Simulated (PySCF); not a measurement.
Vertical excitations of a molecule C2H7ClSi3 from TDA-PBE/def2-SVPD (PySCF), as energy in eV (oscillator strength): 3.55 (0.001), 4.12 (0.001), 4.64 (0.006), 5.17 (0.013), 5.28 (0.063), 5.47 (0.073), 5.50 (0.015), 5.78 (0.002), 5.81 (0.007), 5.83 (0.021). Lowest triplet (TDA): 3.31 eV. Geometry optimised at PBE0-D3(BJ)/def2-SVP. A frequency run showed that this geometry is not a minimum. One conformer was computed; it need not be the lowest.

**Question.** Which structure fits?
A. [SiH3][Si@@H]1C=C[Si@@H]1Cl
B. C=C1[SiH2][SiH2][Si@H]1Cl
C. [SiH3][Si@]1(Cl)C=C[SiH2]1
D. C#C[SiH2][SiH2][SiH2]Cl

**Answer.** B, C=C1[SiH2][SiH2][Si@H]1Cl
